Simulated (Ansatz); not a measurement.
This geometry of AsH$_{5}$OSi (8 atoms, charge 0, multiplicity 1) is a first-order saddle point.

Method: RKS LDA/def2-SVP in Ansatz 0.2.0.

```xyz
8
Properties=species:S:1:pos:R:3
O -1.731 0.186 -0.574
Si -0.111 0.457 -0.303
As 0.643 -1.045 1.343
H -2.320 0.956 -0.505
H 0.666 0.306 -1.586
H 0.111 1.857 0.228
H 2.083 -0.598 1.033
H 0.752 -2.175 0.308
```

(1) Which two structures does it join? (They come from a converged band through this point; their orientation in space is the band's.)

(2) How far does it lie above each of them?

## Answers

(1) No bond is made or broken. The dihedral H4–O1–Si2–H6 goes from 67 to -62°.

Image 0:

```xyz
8
Properties=species:S:1:pos:R:3
O -1.766 0.229 -0.273
Si -0.127 0.510 -0.194
As 0.700 -1.069 1.329
H -2.272 0.766 -0.909
H 0.515 0.408 -1.560
H 0.197 1.881 0.358
H 2.125 -0.629 0.952
H 0.720 -2.153 0.240
```

Image 8:

```xyz
8
Properties=species:S:1:pos:R:3
O -1.702 0.432 -0.725
Si -0.076 0.536 -0.388
As 0.550 -1.026 1.271
H -2.312 0.545 0.025
H 0.609 0.314 -1.705
H 0.316 1.893 0.155
H 2.016 -0.607 1.082
H 0.691 -2.143 0.229
```

(2) 0.015 eV above the first and 0.038 eV above the second. This is the barrier of this one path; another mechanism may lie lower.

Run time: 40 s on 1 thread of AMD EPYC 9R45 96-Core Processor (Zen 5), on a shared host, peak memory 0.14 GiB.
